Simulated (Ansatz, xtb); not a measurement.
# Relative energy of two isomers of C5H5FO

Structure X: `Cc1occc1F`, a singlet. Structure Y: `O=C1C=C[C@H](F)C1`, a singlet. Both are isolated molecules in the gas phase, relaxed with r2SCAN-D4/def2-SVP; the shapes shown needn't be the lowest conformers.

X (Å):

```xyz
12

C    -0.4851    1.9483   -1.0029
C     0.0715    0.6013   -1.2490
C     1.5902   -0.8328   -1.9662
C     0.5827   -1.6046   -1.4561
C    -0.3879   -0.6657   -0.9982
F    -1.5519   -0.9641   -0.4213
O     1.2940    0.4861   -1.8470
H    -1.4643    1.8478   -0.5147
H     0.1694    2.5465   -0.3472
H    -0.6220    2.5111   -1.9413
H     2.5457   -1.0654   -2.4303
H     0.5288   -2.6902   -1.4084
```

Y (Å):

```csv
atom,x (Å),y (Å),z (Å)
C,-0.8395,-0.0406,1.1043
C,0.5540,0.2100,0.6489
C,0.7506,-0.3507,-0.5576
C,-0.4590,-1.1074,-1.0414
C,-1.5630,-0.7336,-0.0570
F,-0.7653,-0.7520,-2.3478
O,-1.3193,0.2454,2.1771
H,1.2749,0.7752,1.2438
H,1.6687,-0.3161,-1.1519
H,-0.2542,-2.1954,-1.0461
H,-2.1855,-1.5669,0.2997
H,-2.2283,0.0008,-0.5412
```

Quicker runs give these differences E(Y) − E(X): GFN2-xTB +51.2 kJ/mol; HF/STO-3G +39.7 kJ/mol (at GFN2-xTB geometries); r2SCAN-D4/def2-SVP//GFN2-xTB −13.4 kJ/mol.

**Question.** Estimate E(Y) − E(X) at the level CCSD(T)/def2-SVP + ΔMP2/def2-TZVPP.

**Answer.** Calculated at CCSD(T)/def2-SVP + ΔMP2/def2-TZVPP: E(Y) − E(X) = −35.7 kJ/mol, so structure Y lies lower.

How the difference moves with the method:

```
                             level            geometry  E(Y) − E(X) (kJ/mol)  departure from the last row (kJ/mol)  job, with rough time for the two
                          GFN2-xTB            GFN2-xTB                   +51.2                                 +86.9              optimisation, 0.19 s
                         HF/STO-3G            GFN2-xTB                   +39.7                                 +75.4              single point, 0.54 s
      r2SCAN-D4/def2-SVP//GFN2-xTB            GFN2-xTB                   −13.4                                 +22.3               single point, 3.7 s
                r2SCAN-D4/def2-SVP  r2SCAN-D4/def2-SVP                   −13.1                                 +22.6                optimisation, 43 s
                       HF/def2-SVP  r2SCAN-D4/def2-SVP                   −50.3                                 −14.6           part of the CCSD(T) run
                      MP2/def2-SVP  r2SCAN-D4/def2-SVP                   −18.8                                 +16.9           part of the CCSD(T) run
                  CCSD(T)/def2-SVP  r2SCAN-D4/def2-SVP                   −30.1                                  +5.6                      single point
CCSD(T)/def2-SVP + ΔMP2/def2-TZVPP  r2SCAN-D4/def2-SVP                   −35.7                                                      single point, 77 s
```

As drawn, Y has 1 C=O, 3 C–C, 1 C=C in place of 2 C∷O, 3 C∷C (∷ is an aromatic bond). Structure X has a 5-membered ring (with an aromatic ring), Y a 5-membered ring.

GFN2-xTB, HF/STO-3G put the two in the other order. The largest departure from CCSD(T)/def2-SVP + ΔMP2/def2-TZVPP is that of GFN2-xTB, 86.9 kJ/mol. The last row adds to CCSD(T) the change of the MP2 difference between the two basis sets, here −5.6 kJ/mol.

With thermal terms from frequencies at re-optimised GFN2-xTB minima (ideal gas, soft modes damped towards free rotors, one conformer each, 298.15 K, 1 atm): the zero-point term adds −0.9 kJ/mol; ΔH is −37.6 and ΔG −35.7 kJ/mol.

The correlated steps freeze 7 core orbitals. Mirror images aren't counted in ΔG. Run with Ansatz 0.2.0, xtb 6.7.1; the last row on 2 threads of Intel(R) Xeon(R) Processor @ 2.70GHz on a shared host.
